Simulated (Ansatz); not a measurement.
```xyz
2

N     0.0000    0.0000   -0.7022
S     0.0000    0.0000    0.7022
```

Basis set: 6-31G (spherical functions). Left uncorrelated: 6 orbitals. Correlation on ROHF uses semicanonical orbitals with singles. Charge 0, multiplicity 2.

Computed with Ansatz (development build ahead of 0.2.0); the reference of a correlated method needn't be the lowest determinant of its kind.

**Question.** Give the atomization energy at this shape (free ground-state atoms in the same class of orbitals less the molecule, no zero-point energy) of doublet NS by ROHF-CCSD(T), UHF-BCCD(T).

**Answer.**

| method | atomization energy |
| --- | --- |
| ROHF-CCSD(T) | 0.79 eV |
| UHF-BCCD(T) | 0.78 eV |

Caution: the reference determinant was not shown to be the lowest; the shape is not the minimum.

This basis has no polarisation functions and is too small for such energies, which can lie far from measured ones in either direction.
